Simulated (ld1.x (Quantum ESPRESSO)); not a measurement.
# Plane-wave convergence, TM potential for iron (Fe)

| Property | Result |
| --- | --- |
| Element | Fe (Z = 26) |
| Generator | ld1.x (Quantum ESPRESSO) 7.5 |
| Type | norm-conserving Troullier–Martins (Kleinman–Bylander form) |
| Functional | LDA (PZ) |
| Relativity | scalar-relativistic |
| Frozen core | [Ar] |
| Valence charge | 8 |
| Reference configuration | 3d6 4s1.5 4p0 (charge +0.5) |
| Partial waves | 4p (bound, empty): rc 2.05 bohr; 3d (bound): rc 1.60 bohr; 4s (bound): rc 2.00 bohr |
| Local potential | the s channel |
| Core correction | Bessel-smoothed model core inside 1.65 bohr |

The pseudo-atom Hamiltonian at the reference potential is diagonalised in spherical Bessel functions j_l(qr) that vanish at 20 bohr, with q² up to the cutoff. All-electron valence levels (Ry): 4p -0.3190, 3d -0.8693, 4s -0.6572.

**Question.** How do the lowest levels (Ry) of each channel move with the cutoff, and are there ghosts?

**Answer.**

| cutoff (Ry) | p #1 | p #2 | d #1 | s #1 | f #1 | Σ f·Δε (mRy) |
| --- | --- | --- | --- | --- | --- | --- |
| 8 | -0.3039 | -0.0448 | -0.0521 | -0.6532 | 0.0350 | 4909.2 |
| 15 | -0.3145 | -0.0459 | -0.0524 | -0.6546 | 0.0350 | 4905.2 |
| 30 | -0.3188 | -0.0465 | -0.0589 | -0.6571 | 0.0350 | 4862.6 |
| 45 | -0.3190 | -0.0465 | -0.2897 | -0.6572 | 0.0350 | 3478.1 |
| 60 | -0.3190 | -0.0465 | -0.7292 | -0.6572 | 0.0350 | 840.9 |
| 90 | -0.3190 | -0.0465 | -0.8663 | -0.6572 | 0.0350 | 18.0 |
| 140 | -0.3190 | -0.0465 | -0.8691 | -0.6572 | 0.0350 | 1.5 |
| 200 | -0.3190 | -0.0465 | -0.8693 | -0.6572 | 0.0350 | 0.1 |
| 400 | -0.3190 | -0.0465 | -0.8693 | -0.6572 | 0.0350 | 0.0 |

Result: no extra level below or beside the all-electron valence levels (p, d, s, f tested); 10 mRy is reached at 100 Ry and 1 mRy at 160 Ry.

3 of 9 tests not solved or not reliable.
